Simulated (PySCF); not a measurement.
Job file and geometry (Å, from GFN2-xTB) of an NMR shielding run on `InChI=1S/C4H13ClSi2/c1-2-7(3-5)4-6/h7H,2-4H2,1,6H3/t7-/m1/s1`, PySCF, GIAO PBE0/pcSseg-1 NMR shielding, non-relativistic, gas phase; density fitting, a coarse starting grid and PySCF grid level 2 are the driver's defaults:

```
$ OMP_NUM_THREADS=1 python probes_run.py task.json out

{"job": {"kind": "nmr", "xc": "PBE0", "basis": "pcSseg-1"}, "charge": 0, "multiplicity": 1}
C     -2.501240    -1.290566     0.110459
C     -1.952764     0.064258    -0.323301
Si    -0.220626     0.427324     0.382819
C      1.055108    -0.866919    -0.165342
Si     2.871557    -0.493235     0.261987
C      0.316863     2.152947    -0.253328
Cl     0.577139     2.075851    -2.014633
H     -3.502092    -1.450055    -0.286443
H     -1.863176    -2.095501    -0.245264
H     -2.551073    -1.353507     1.194707
H     -2.648769     0.843005    -0.006063
H     -1.925545     0.102340    -1.414068
H     -0.276174     0.538539     1.852437
H      0.784890    -1.825728     0.276883
H      0.979620    -1.000866    -1.245307
H      3.003738    -0.320245     1.710867
H      3.319923     0.720353    -0.419216
H      3.702596    -1.620814    -0.170634
H      1.255493     2.479879     0.184853
H     -0.430617     2.923619    -0.085355
```

Problem. Write the output of this run.

Solution. 
```
coarse grid: 17280 points
cycle   1  E = -1198.6989008190  dE =  2.307e-01  |g| = 4.672e-01  |ddm| = 3.853e+00
cycle   2  E = -1198.6825620410  dE =  1.634e-02  |g| = 5.281e-01  |ddm| = 8.820e-01
cycle   3  E = -1198.7554056588  dE = -7.284e-02  |g| = 5.049e-02  |ddm| = 5.106e-01
cycle   4  E = -1198.7560222335  dE = -6.166e-04  |g| = 1.951e-02  |ddm| = 7.352e-02
cycle   5  E = -1198.7561089792  dE = -8.675e-05  |g| = 6.091e-03  |ddm| = 2.126e-02
cycle   6  E = -1198.7561179386  dE = -8.959e-06  |g| = 1.560e-03  |ddm| = 6.907e-03
final grid: 150272 points
cycle   7  E = -1198.7953360751  dE = -3.259e-05  |g| = 9.222e-03  |ddm| = 2.414e-02
cycle   8  E = -1198.7953247337  dE =  1.134e-05  |g| = 1.127e-02  |ddm| = 1.696e-02
cycle   9  E = -1198.7953575359  dE = -3.280e-05  |g| = 7.178e-04  |ddm| = 9.778e-03
cycle  10  E = -1198.7953576198  dE = -8.386e-08  |g| = 2.392e-04  |ddm| = 8.827e-04
cycle  11  E = -1198.7953576338  dE = -1.404e-08  |g| = 5.429e-05  |ddm| = 2.549e-04
cycle  12  E = -1198.7953576345  dE = -7.140e-10  |g| = 1.569e-05  |ddm| = 6.488e-05
converged SCF energy = -1198.7953576345

GIAO shielding tensors (ppm)
atom      isotropic    diamagn.    paramagn.     s11        s22        s33       span
  0 C      177.273     246.665     -69.392    171.573    172.162    188.085     16.512
  1 C      178.443     253.824     -75.381    168.920    182.044    184.364     15.444
  2 Si     361.826     881.437    -519.611    328.685    358.757    398.037     69.352
  3 C      201.531     259.538     -58.007    197.704    199.978    206.911      9.207
  4 Si     425.943     879.265    -453.323    403.241    406.056    468.531     65.290
  5 C      154.725     254.448     -99.723    133.253    143.002    187.920     54.667
  6 Cl     952.772    1147.975    -195.203    860.134    898.471   1099.713    239.579
  7 H       30.276      27.608       2.668     24.832     27.500     38.496     13.664
  8 H       30.791      30.916      -0.125     25.321     30.928     36.123     10.802
  9 H       30.835      29.867       0.968     26.251     28.906     37.349     11.098
 10 H       31.054      31.623      -0.569     25.122     30.291     37.749     12.627
 11 H       30.548      32.481      -1.934     25.272     30.886     35.485     10.214
 12 H       27.349      31.172      -3.824     24.274     25.351     32.422      8.148
 13 H       31.887      33.163      -1.276     25.146     30.641     39.875     14.729
 14 H       31.602      33.228      -1.626     27.339     29.457     38.009     10.670
 15 H       27.858      28.807      -0.949     24.280     25.921     33.374      9.093
 16 H       27.707      29.038      -1.331     23.041     28.063     32.017      8.977
 17 H       27.608      27.977      -0.369     23.739     25.103     33.983     10.243
 18 H       28.758      31.595      -2.837     24.488     26.713     35.075     10.586
 19 H       28.825      31.116      -2.291     23.413     27.161     35.903     12.490
```

Problem. Turn these shieldings into chemical shifts. Scale: $^{13}$C (186.93 ppm) and $^{29}$Si (349.16 ppm) and $^{1}$H (31.72 ppm) against TMS; $^{35}$Cl (949.78 ppm) vs HCl (reference shieldings calculated alike).

Solution. Averaging equivalent atoms: C 5: 32.2; C 0: 9.7; C 1: 8.5; C 3: -14.6; Si 2: -12.7; Si 4: -76.8; Cl 6: -3; H 12: 4.37; H 15/16/17: 3.99; H 18: 2.96; H 19: 2.89; H 11: 1.17; H 7/8/9: 1.08; H 10: 0.66; H 14: 0.12; H 13: -0.17 ppm. 

Size and cost of the density-fitted run: 205 basis functions, 67 s wall time on 1 thread of an Arm Neoverse N1, shared host; peak memory 0.92 GiB.
